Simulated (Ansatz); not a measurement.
**Worked example: a bond strength in Si2NH6F (SMILES F[SiH2]N[SiH3])**

Si2NH6F: 10 atoms, total charge 0, spin state singlet. As SMILES, `F[SiH2]N[SiH3]`. The shape was relaxed beforehand at r2SCAN/def2-SVP. This is one conformer, not always the lowest.

```xyz
10

F    -1.5805    0.9994   -1.8065
Si   -0.3792    1.3196   -0.7528
N     0.5186   -0.0896   -0.3333
Si    0.1994   -1.2492    0.9381
H     0.5240    2.2841   -1.4327
H    -1.0184    1.8607    0.4721
H     1.2710   -0.3347   -0.9765
H     1.4019   -1.4438    1.8040
H    -0.1900   -2.5888    0.4006
H    -0.9215   -0.6972    1.7503
```

Wanted: the dissociation energy of the H8–Si4 bond into doublet H and doublet Si2NH5F (shapes relaxed at r2SCAN/def2-SVP, no zero-point term). 1 Eh = 2625.50 kJ/mol = 27.2114 eV. Totals in Eh; open shells run unrestricted unless said.

| level | program | Si2NH6F | doublet H | doublet Si2NH5F |
| --- | --- | --- | --- | --- |
| HF/def2-SVP | Ansatz | -735.051728 | -0.499278 | -734.429409 |
| PBE/def2-SVP | Ansatz | -736.500709 | -0.498629 | -735.859611 |
| B3LYP/def2-SVP | Ansatz | -737.024958 | -0.501259 | -736.374590 |

Task: Work out the dissociation energy at each level.

Result: 
1. HF/def2-SVP: (-0.499278) + (-734.429409) − (-735.051728) = 0.123041 Eh = 323.0 kJ/mol = 3.35 eV.
2. PBE/def2-SVP: (-0.498629) + (-735.859611) − (-736.500709) = 0.142469 Eh = 374.1 kJ/mol = 3.88 eV.
3. B3LYP/def2-SVP: (-0.501259) + (-736.374590) − (-737.024958) = 0.149109 Eh = 391.5 kJ/mol = 4.06 eV.

The levels span 323 to 391 kJ/mol; no measured value is set beside them. Hartree–Fock lacks the correlation of the bonding electrons, so it comes out low. A bond enthalpy at 298 K also holds the loss of zero-point energy and thermal terms.
